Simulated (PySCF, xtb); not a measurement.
CH3FOSe, SMILES O(C)[Se]F. One conformer was computed; it need not be the lowest.

Harmonic wavenumbers (cm⁻¹) from GFN2-xTB (xtb) at its own minimum, in rising order: 102, 122, 254, 292, 472, 555, 998, 1122, 1131, 1399, 1457, 1468, 2960, 2976, 3007.

### Question
What does PBE0-D3(BJ)/def2-SVP (PySCF) give at its own minimum? (An estimate is asked for; the answer gives what the named calculation found.)

### Answer
112, 120, 282, 337, 650, 675, 1086, 1166, 1183, 1442, 1455, 1477, 3041, 3142, 3170. Paired by order, the mean absolute difference is 69 cm⁻¹ and the zero-point energies are 26.2 and 27.6 kcal/mol.
